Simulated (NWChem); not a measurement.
Species: C2H5BO3; SMILES CB(O)OC=O

```xyz
11

C     -0.4036    -2.2974     0.0005
B      0.1128    -0.8190     0.0008
O      1.4175    -0.4759     0.0006
O     -0.9092     0.2043     0.0006
C     -0.6287     1.5134    -0.0003
O      0.4860     2.0110    -0.0007
H     -1.0535    -2.4843     0.8813
H     -1.0365    -2.4885    -0.8918
H      0.4272    -3.0275     0.0095
H      1.4910     0.5144     0.0001
H     -1.5665     2.1238    -0.0006
```
Atoms are numbered in this order, from 1.

Program: NWChem. Pople sets run with spherical d functions. Structure relaxed at the PBE-D3(BJ)/def2-SVP level. Static field.

| level | isotropic polarisability (bohr³) | anisotropy (bohr³) |
|---|---|---|
| PBE/6-31+G* | 48.9 | 23.7 |
| B3LYP/6-31+G* | 46.7 | 21.4 |
| LDA (Slater exchange, VWN5)/6-31+G* | 49.3 | 23.8 |
| Hartree-Fock/6-31+G* | … | … |

Q: Fill in the missing entries.

A: 
- Hartree-Fock/6-31+G*, isotropic polarisability (bohr³): 41.2
- Hartree-Fock/6-31+G*, anisotropy (bohr³): 16.4
